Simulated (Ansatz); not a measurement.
Co₆⁺, relaxed as a multiplicity 12 with UKS PBE-D4/def2-SVP in Ansatz, starting from the GFN1-xTB geometry. Force threshold 0.02 eV/Å.

The charge 1 multiplicity 12 is spin-contaminated (final ⟨S²⟩ up to 36.09, 35.75 for a pure state). An occupied level of the charge 1 multiplicity 12 lies above an empty one of the other spin, so a lower spin may lie lower. The gap within one spin of the charge 1 multiplicity 12 nearly closes, so an electron or hole may be smeared out by delocalisation error. The relaxation made no stability test and no search for a lower SCF solution. No other spin state of charge 1 was run. Another isomer (multiplicity 12) lies 0.11 eV lower at PBE0-D4/def2-SVP; other spin states weren't run for this one.

Start:

| atom | x (Å) | y (Å) | z (Å) |
| --- | --- | --- | --- |
| Co1 | 1.953 | -1.395 | -0.517 |
| Co2 | 0.246 | 1.700 | 0.799 |
| Co3 | 0.226 | -0.681 | 0.910 |
| Co4 | 0.669 | 0.508 | -1.148 |
| Co5 | -1.251 | -0.743 | -0.943 |
| Co6 | -1.843 | 0.612 | 0.898 |

```tsv
step	energy (eV)	largest force component (eV/Å)	SCF passes
1	-225690.0892	2.145	188
2	-225690.8376	1.113	116
3	-225691.1023	0.804	96
4	-225691.3175	0.245	74
5	-225691.3880	0.587	90
6	-225691.4122	0.262	161
7	-225691.4522	0.217	105
8	-225691.4596	0.090	93
9 (rejected)	-225691.4543	0.207	63
10	-225691.4607	0.033	69
11	-225691.4608	0.011	57
```

Force components are those of the run's own axes.

End:

```xyz
6

Co    1.307   -1.338   -0.753
Co    0.272    1.693    1.060
Co    0.340   -0.540    1.097
Co    0.454    0.717   -0.943
Co   -0.870   -1.194   -0.783
Co   -1.503    0.663    0.324
```

By distances, no bond broke or formed, bridged metal pairs apart. The bond that changes most is Co1–Co5, from 3.30 to 2.18 Å (atoms count from 1). Metal–metal contacts that move far: Co1–Co5 3.30 to 2.18 Å, Co4–Co6 3.24 to 2.33 Å.

No frequencies were taken in this run, so the end may be a saddle point.

Run time 2.2 min (4 threads of Arm Neoverse V2 on a shared host).
